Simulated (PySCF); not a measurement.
## Computed properties of BeF₂, SMILES [F][Be][F]

BeF2, SMILES [Be]([F])[F]. The structure is a stationary point at PBE0-D3(BJ)/def2-TZVP. The isomer is the one that the SMILES or the coordinates give; other isomers of the formula were not compared. Other conformers were not sampled. All values are computed for the isolated molecule unless a solvent is named; none is compared with measurement here.

**Structure.** The optimised structure has D∞h symmetry. All 4 harmonic modes at PBE0-D3(BJ)/def2-TZVP (PySCF) are real, so it is a minimum. With heavy atoms numbered as in [Be:1]([F:2])[F:3], the shortest bond between them is Be1–F2 at 1.378 Å and the longest Be1–F3 at 1.378 Å.

**Vibrations.** The strongest infrared lines (harmonic, unscaled, degenerate partners summed) lie at 1572 cm⁻¹ (385 km/mol, Be 81 %, F 19 %), 344 cm⁻¹ (321 km/mol, Be 81 %, F 19 %). The softest mode is at 344 cm⁻¹ and the zero-point energy is 4.3 kcal/mol.

**Electronic structure.** ωB97X/def2-TZVPD (PySCF) places the frontier levels at -14.38 and 0.91 eV, a gap of 15.29 eV, and gives a dipole moment of 0.00 D and a mean polarisability of 13.9 bohr³.

**Excitations.** TDA-PBE0/def2-TZVPD (PySCF) has S1 at 9.44 eV (131 nm, f = 0.000, dark); the most intense of the 10 singlets computed lies at 10.18 eV (f = 0.26). Strengths of degenerate partners are summed. T1 (TDA) is at 9.20 eV, 0.24 eV under S1. No vertical singlet excitation falls in the visible range (under 3.1 eV).

**NMR.** GIAO shifts at PBE0/pcSseg-2 (PySCF) (non-relativistic, atoms alike by connectivity averaged): ¹⁹F at -217.0 ppm against CFCl3.
